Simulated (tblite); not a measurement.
A geometry optimisation, step by step.

Compound: C₄H₁₂B₂OS.
Numbering: `[BH2:1][S:2][B:3]([CH3:4])[O:5][CH:6]([CH3:7])[CH3:8]` (hydrogens: H9, H10 on B1; H11, H12, H13 on C4; H14 on C6; H15, H16, H17 on C7; H18, H19, H20 on C8)

Computed with GFN2-xTB (tblite), gas phase: L-BFGS steps from a force-field or distance-geometry start until the largest atomic force falls under 0.01 eV/Å. 6 of its 149 geometries are shown.

Step 0: E = -666.4913 eV, largest atomic force 4.326 eV/Å
```
atom  x, y, z in Å  |  force x, y, z in eV/Å
B1     -2.591    0.485    1.453   -0.155  -1.996   0.479
S2     -1.248   -0.829    1.263   -1.704   1.467   0.151
B3     -0.710   -0.809   -0.545    1.815  -0.878  -1.013
C4     -1.727   -1.454   -1.583   -0.391   0.087   0.307
O5      0.666   -0.537   -0.829   -4.126  -1.067   0.744
C6      1.146    0.272    0.189    1.630   1.476  -0.027
C7      1.449    1.616   -0.502   -0.471  -0.005   0.153
C8      2.411   -0.295    0.826    0.695   0.779   0.493
H9     -3.450    0.604    0.648    0.779   0.290  -0.196
H10    -2.932    0.710    2.580    0.628   0.024  -0.584
H11    -1.236   -1.917   -2.462   -0.505   0.243   0.657
H12    -2.345   -2.186   -0.991    0.570   0.455  -0.969
H13    -2.445   -0.677   -1.936    0.508  -0.597   0.080
H14     0.361    0.482    0.928    0.709  -0.076   0.094
H15     1.409    2.424    0.237    0.503  -0.131  -0.339
H16     2.405    1.489   -1.014   -0.280   0.618   0.009
H17     0.628    1.792   -1.221    0.551   0.053   0.140
H18     3.302   -0.033    0.201   -0.703  -0.488   0.416
H19     2.360   -1.384    0.964   -0.038   0.590   0.088
H20     2.545    0.258    1.793   -0.015  -0.844  -0.682
```

Step 30: E = -667.9475 eV, largest atomic force 0.172 eV/Å
```
atom  x, y, z in Å  |  force x, y, z in eV/Å
B1     -2.726    0.227    1.402   -0.106   0.036   0.004
S2     -1.471   -0.982    1.508    0.049  -0.014  -0.134
B3     -0.824   -0.912   -0.267    0.108   0.103   0.085
C4     -1.671   -1.522   -1.455    0.028  -0.011   0.053
O5      0.300   -0.299   -0.555   -0.132  -0.078  -0.076
C6      1.133    0.487    0.281    0.086   0.030  -0.041
C7      1.506    1.734   -0.523    0.023   0.051   0.025
C8      2.354   -0.326    0.698    0.099   0.010   0.020
H9     -2.943    0.793    0.398    0.025  -0.027   0.046
H10    -3.324    0.451    2.378   -0.021   0.033   0.021
H11    -1.016   -1.847   -2.258   -0.048  -0.044  -0.058
H12    -2.305   -2.351   -1.156   -0.015  -0.013  -0.033
H13    -2.314   -0.741   -1.862   -0.027  -0.080  -0.014
H14     0.578    0.760    1.190   -0.101   0.049  -0.062
H15     1.786    2.543    0.142    0.044   0.027   0.003
H16     2.333    1.525   -1.199   -0.025  -0.030   0.048
H17     0.658    2.046   -1.131   -0.025   0.032   0.122
H18     3.078   -0.353   -0.114   -0.007  -0.106   0.072
H19     2.049   -1.342    0.942    0.021   0.041   0.019
H20     2.814    0.120    1.578    0.026  -0.011  -0.099
```

Step 59: E = -668.0319 eV, largest atomic force 0.062 eV/Å
```
atom  x, y, z in Å  |  force x, y, z in eV/Å
B1     -2.792    0.231    1.361    0.000  -0.007   0.029
S2     -1.487   -0.930    1.447    0.001   0.008   0.010
B3     -0.820   -0.856   -0.316   -0.005  -0.001  -0.035
C4     -1.631   -1.601   -1.456    0.000  -0.009  -0.005
O5      0.276   -0.199   -0.613    0.037   0.014   0.048
C6      1.120    0.532    0.271    0.007  -0.001  -0.004
C7      1.573    1.802   -0.442   -0.013   0.002  -0.011
C8      2.308   -0.342    0.663    0.000   0.005   0.007
H9     -2.996    0.836    0.379   -0.012  -0.024   0.002
H10    -3.416    0.393    2.335    0.000   0.025  -0.020
H11    -0.992   -1.908   -2.279   -0.001   0.032   0.002
H12    -2.150   -2.480   -1.081   -0.004  -0.019  -0.004
H13    -2.391   -0.938   -1.867   -0.002  -0.007  -0.010
H14     0.545    0.791    1.174    0.046   0.008  -0.028
H15     2.160    2.418    0.235   -0.028  -0.011  -0.011
H16     2.183    1.547   -1.306   -0.022  -0.010   0.005
H17     0.711    2.370   -0.783    0.011   0.005   0.020
H18     2.850   -0.650   -0.228   -0.003  -0.006  -0.004
H19     1.968   -1.228    1.192   -0.028   0.009  -0.008
H20     2.975    0.222    1.308    0.017  -0.012   0.017
```

Step 89: E = -668.0406 eV, largest atomic force 0.079 eV/Å
```
atom  x, y, z in Å  |  force x, y, z in eV/Å
B1     -2.859    0.228    1.341   -0.033   0.022   0.019
S2     -1.471   -0.829    1.470   -0.066  -0.043  -0.005
B3     -0.817   -0.829   -0.299   -0.003   0.014  -0.005
C4     -1.619   -1.584   -1.440    0.005   0.023  -0.014
O5      0.297   -0.202   -0.595   -0.008  -0.012  -0.034
C6      1.145    0.532    0.279    0.015  -0.021  -0.020
C7      1.589    1.794   -0.451    0.007  -0.010   0.004
C8      2.324   -0.354    0.666    0.012  -0.013   0.011
H9     -3.141    0.734    0.323    0.009  -0.027  -0.008
H10    -3.463    0.436    2.319    0.016  -0.009  -0.015
H11    -1.003   -1.736   -2.322    0.023  -0.015   0.006
H12    -1.998   -2.551   -1.116    0.016   0.018   0.022
H13    -2.480   -0.997   -1.752   -0.041   0.003   0.032
H14     0.577    0.794    1.185    0.047   0.031  -0.013
H15     2.253    2.373    0.183    0.006   0.024   0.003
H16     2.113    1.523   -1.365    0.007   0.006   0.006
H17     0.727    2.402   -0.714    0.000   0.004   0.006
H18     2.868   -0.662   -0.224   -0.004   0.025   0.006
H19     1.958   -1.242    1.175   -0.002  -0.031   0.019
H20     2.995    0.181    1.331   -0.006   0.012  -0.018
```

Step 118: E = -668.0546 eV, largest atomic force 0.050 eV/Å
```
atom  x, y, z in Å  |  force x, y, z in eV/Å
B1     -3.074    0.186    1.254    0.009  -0.004  -0.030
S2     -1.529   -0.606    1.483   -0.030   0.012   0.006
B3     -0.830   -0.719   -0.262   -0.022   0.002   0.008
C4     -1.638   -1.520   -1.366   -0.010  -0.025  -0.002
O5      0.331   -0.187   -0.562    0.004  -0.002   0.013
C6      1.222    0.527    0.287    0.020   0.019   0.000
C7      1.684    1.771   -0.463    0.027   0.033  -0.020
C8      2.389   -0.385    0.651    0.014  -0.011  -0.014
H9     -3.420    0.537    0.191    0.008  -0.023   0.039
H10    -3.714    0.385    2.210    0.000   0.004  -0.003
H11    -1.232   -1.363   -2.361    0.010   0.005   0.004
H12    -1.601   -2.589   -1.159    0.015   0.020   0.005
H13    -2.692   -1.249   -1.382   -0.004   0.012  -0.004
H14     0.695    0.821    1.205   -0.032  -0.038   0.003
H15     2.435    2.301    0.117   -0.020   0.010   0.025
H16     2.114    1.487   -1.420    0.005  -0.016  -0.015
H17     0.842    2.435   -0.644    0.005   0.008  -0.013
H18     2.938   -0.661   -0.246    0.009  -0.001   0.010
H19     2.017   -1.290    1.125    0.003   0.028   0.014
H20     3.057    0.129    1.339   -0.012  -0.034  -0.027
```

Step 148: E = -668.0590 eV, largest atomic force 0.008 eV/Å
```
atom  x, y, z in Å  |  force x, y, z in eV/Å
B1     -3.141    0.166    1.252   -0.001  -0.001   0.001
S2     -1.543   -0.509    1.488    0.003  -0.003  -0.001
B3     -0.841   -0.675   -0.252    0.002   0.008   0.001
C4     -1.637   -1.495   -1.349   -0.001   0.004   0.006
O5      0.336   -0.176   -0.555    0.004   0.000   0.002
C6      1.243    0.526    0.285   -0.002   0.001   0.001
C7      1.713    1.772   -0.459   -0.002  -0.004   0.003
C8      2.403   -0.404    0.629   -0.005   0.000  -0.003
H9     -3.532    0.434    0.183   -0.002  -0.007  -0.002
H10    -3.773    0.374    2.211    0.003  -0.003  -0.007
H11    -1.266   -1.288   -2.349    0.000  -0.001  -0.005
H12    -1.512   -2.562   -1.171   -0.005  -0.002   0.002
H13    -2.707   -1.301   -1.333   -0.001   0.007   0.002
H14     0.724    0.816    1.209    0.003   0.001   0.002
H15     2.395    2.341    0.166    0.005   0.000   0.000
H16     2.222    1.486   -1.376    0.000  -0.001  -0.002
H17     0.863    2.400   -0.715   -0.002   0.002  -0.002
H18     2.903   -0.723   -0.282    0.005   0.000  -0.003
H19     2.029   -1.281    1.150   -0.002  -0.002   0.007
H20     3.115    0.110    1.267   -0.002   0.003  -0.002
```

Task: Summarise the path.

Result: The energy falls by 151.26 kJ/mol from step 0 to step 148; nine tenths of that is first reached at step 21. It rises by more than 0.2 meV at step 121. The largest force goes from 4.326 to 0.008 eV/Å. Among the bonds B1–S2 changes most, from 1.889 to 1.750 Å; the atoms move by 0.652 Å rms after alignment.

The cost below is that of the whole relaxation. On one thread, Intel Xeon at 2.70 GHz (x86_64), shared host, this took 1.7 s of wall time.
